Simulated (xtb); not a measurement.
Sb(H)(TeH)2 (H₃SbTe₂), SMILES [TeH][SbH][TeH]. All values are semi-empirical tight-binding results from xtb (GFN2-xTB unless named), good for trends rather than for accurate numbers. Geometry: GFN2-xTB. The structure was generated by enumeration; whether it is a known compound was not checked.

Optimised geometry:

Bond lengths (Å): Sb1–H2 1.712, Sb1–Te3 2.736, Sb1–Te5 2.732, Te3–H4 1.643, Te5–H6 1.643. Bond angles (°): H2–Sb1–Te3 86.7, H2–Sb1–Te5 90.3, Te3–Sb1–Te5 101.3, Sb1–Te3–H4 90.9, Sb1–Te5–H6 89.4.

For metal compounds this method's bond lengths and energies can be far off.

```yaml
orbital_gap: 3.31 eV
zero_point_energy: 11.7 kcal/mol
G − E(el) at 298.15 K (modified RRHO): -11.0 kcal/mol
```

### Question
Give the atomic charges and the Wiberg bond orders between heavy atoms. (An estimate is asked for; the answer gives what the named calculation found.)

### Answer
charges (e) Sb1 0.23, H2 -0.18, Te3 -0.02, H4 -0.01, Te5 -0.02, H6 -0.01. Bond orders Sb1–Te3 1.04, Sb1–Te5 1.05.
